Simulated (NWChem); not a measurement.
# C₃H₉Al; SMILES [Al]([CH3])([CH3])[CH3]

Program: NWChem. Pople sets run with spherical d functions. Each level has its own optimisation; frequencies are unscaled.

```csv
level,r Al–C (Å),highest harmonic frequency (cm⁻¹),lowest (cm⁻¹),zero-point energy (kcal/mol)
Hartree-Fock/3-21G,1.998,?,29,?
B3LYP/3-21G,1.993,3105,31,68.1
B3LYP/6-31G*,1.976,3107,30,67.0
PBE0/def2-SVP,1.964,3150,32,66.3
```

Problem. What belongs in the gaps?

Solution. 
- Hartree-Fock/3-21G, highest harmonic frequency (cm⁻¹): 3231
- Hartree-Fock/3-21G, zero-point energy (kcal/mol): 71.6
